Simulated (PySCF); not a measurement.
**Correlation energy of Ga (gallium, neutral)**

[Ar] 3d10 4s1 4p1 5s1, high-spin 4P determinant (an excited configuration). Computed with PySCF 2.14 in aug-cc-pwCVTZ-PP with ECP10MDF (8s7p6d4f1g, 96 functions), with scalar relativity through the core potential. Frozen: 3s2 3p6 3d10; 3 electrons correlated.

```csv
level,correlation energy (mhartree)
CCSD,-9.98
(T),-0.10
CCSD(T),-10.08
```

Diagnostics: T1 = 0.014, D1 = 0.0328, largest double amplitude 0.038.

Is a single reference adequate?

Yes, within this model without spin-orbit coupling: T1 lies below 0.03 and no double amplitude reaches 0.07.
